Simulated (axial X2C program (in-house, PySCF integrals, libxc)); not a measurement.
## Curves of AlSe by EOM-IP-CCSD

Calculated with an axial X2C code built on PySCF integrals: two-component X2C with atomic mean-field Coulomb and Gaunt terms, Gaussian nuclei, basis Se dyall-acv3z, Al dyall-av3z with contracted cores.

Energies in eV from the lowest point of the lowest state; states are followed by energy order within each Ω. Reference: AlSe⁻, 10 electrons correlated in 94 virtual spinors with an MP2 remainder; levels at this size can be off by some tenths of an eV. Masses 79.917 and 26.982 u.

```json
{"R (Å)": "2.057", "(1)Ω=1/2": "0.1329", "(1)Ω=3/2": "1.1796", "(2)Ω=1/2": "1.3725", "(3)Ω=1/2": "3.7548"}
{"R (Å)": "2.147", "(1)Ω=1/2": "0.0000", "(1)Ω=3/2": "0.7210", "(2)Ω=1/2": "0.9177", "(3)Ω=1/2": "3.4607"}
{"R (Å)": "2.236", "(1)Ω=1/2": "0.0169", "(1)Ω=3/2": "0.4491", "(2)Ω=1/2": "0.6525", "(3)Ω=1/2": "3.3420"}
{"R (Å)": "2.337", "(1)Ω=1/2": "0.1438", "(1)Ω=3/2": "0.3028", "(2)Ω=1/2": "0.5220", "(3)Ω=1/2": "3.3642"}
{"R (Å)": "2.437", "(1)Ω=1/2": "0.3131", "(1)Ω=3/2": "0.2755", "(2)Ω=1/2": "0.5392", "(3)Ω=1/2": "3.5084"}
{"R (Å)": "2.571", "(1)Ω=1/2": "0.5004", "(1)Ω=3/2": "0.3618", "(2)Ω=1/2": "0.7728", "(3)Ω=1/2": "3.8345"}
```

T1 of the reference reaches 0.027 (Lee–Taylor). Curves followed by order can swap character. Number of frozen shells: Se 3 s, 2 p, 1 d; Al 2 s, 1 p. Roots with under 60 % one-particle weight at any point are counted in the labels but not shown, and the list ends where the roots sought for some Ω run out; states that need a further excitation are missing and may lie low or lowest. Curves with a minimum but no constants failed the fit check.
